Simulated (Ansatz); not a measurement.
Stepwise reaction of `[SH][Al]([SH])[SH]` with hydrogen, as a gas-phase model of exchange steps in deposition or etching. ΔE in kJ/mol; ΔG adds harmonic PBE0-D4 terms to CCSD(T)/CBS, at 1 bar.

Computed with Ansatz on PBE0-D4/def2-TZVP structures; ΔE is electronic, products minus reactants. CBS: MP2 limit from def2 TZ/QZ plus the TZ coupled-cluster correction, frozen cores. This one scheme is used for every species. DFT in def2-TZVPP. B3LYP here is the variant with VWN-RPA as its local correlation; programs differ in this. One conformer a species, not always the lowest.

| step | reaction | PBE-D4 | B3LYP-D4 | ωB97M-V | CCSD(T)/CBS | ΔG(600 K) |
| --- | --- | --- | --- | --- | --- | --- |
| 1 | `[SH][Al]([SH])[SH]` + H₂ → `[SH][AlH][SH]` + H₂S | 92.2 | 88.5 | 87.3 | 91.7 | 89.5 |
| 2 | `[SH][AlH][SH]` + H₂ → `[AlH2][SH]` + H₂S | 99.3 | 94.2 | 94.2 | 97.9 | 82.0 |
| 3 | `[AlH2][SH]` + H₂ → `[AlH3]` + H₂S | 109.1 | 102.6 | 103.1 | 106.5 | 100.5 |

**Question.** By hand: ΔE of the 3 steps together at CCSD(T)/CBS.

**Answer.** (91.7) + (97.9) + (106.5) = 296.1 kJ/mol, or 98.7 kJ/mol a step.

In ΔE each step is higher than the one before. All are uphill at CCSD(T)/CBS. ΔG lies between 82.0 and 100.5 kJ/mol a step. PBE-D4 differs from CCSD(T)/CBS by 0.5 to 2.6 kJ/mol a step. Isolated molecules leave out the surface, adducts and barriers. Largest T1 diagnostic: 0.011.
